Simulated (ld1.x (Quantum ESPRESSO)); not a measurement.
## Configuration tests for iodine (I) (ultrasoft)

```json
{
  "Element": "I",
  "Generator": "ld1.x (Quantum ESPRESSO) 7.5",
  "Type": "ultrasoft",
  "Functional": "BP86",
  "Relativity": "fully relativistic",
  "Frozen core": "[Kr]",
  "Valence charge": "17",
  "Reference configuration": "4d10 5s2 5p5",
  "Partial waves": "5s (bound): rcut 1.65, rcutus 1.80 bohr; 5s channel at -0.5 Ry: rcut 1.65, rcutus 1.80 bohr; 5p (bound): rcut 1.40, rcutus 1.65 bohr; 5p channel at 0.1 Ry: rcut 1.40, rcutus 1.65 bohr; 4d (bound): rcut 1.30, rcutus 1.55 bohr; 4d channel at -0.65 Ry: rcut 1.30, rcutus 1.55 bohr",
  "Local potential": "all-electron potential smoothed inside 1.35 bohr (lloc = -2)",
  "Core correction": "a·sin(br)/r model core inside 0.80 bohr",
  "Augmentation charge": "built from norm-conserving waves at rcut, not smoothed further"
}
```

Open shells are filled in proportion to 2j + 1 (rel_dist='average').

Energies are relative to the spin-unpolarised reference configuration 4d10 5s2 5p5; without spin polarisation the order of configurations can differ from experiment. Not all tests gave a result: test run stopped at test 6 of 7 (negative rho).

Question: Give the all-electron excitation energy and the error of the potential for: 4d10 5s2 5p4; 4d10 5s2 5p3; 4d10 5s2 5p2; 4d10 5s1 5p5; 4d10 5s2 5p4.5.

Answer:

```
valence configuration  charge  ΔE all-electron (eV)  error AE − PS (meV)
         4d10 5s2 5p4      +1                11.274                 -1.5
         4d10 5s2 5p3      +2                31.285                 -9.4
         4d10 5s2 5p2      +3                60.812                  -30
         4d10 5s1 5p5      +1                22.233                 -5.0
       4d10 5s2 5p4.5    +0.5                 4.602                 -0.2
```

A Bessel basis up to 400 Ry misses an occupied level by 0.55 Ry, so cutoffs were not judged. Note: ghost states, extra bound levels that the all-electron valence spectrum of the same l lacks: p3/2 at -34.6 eV, p1/2 at -13.3 eV (other channels not judged).
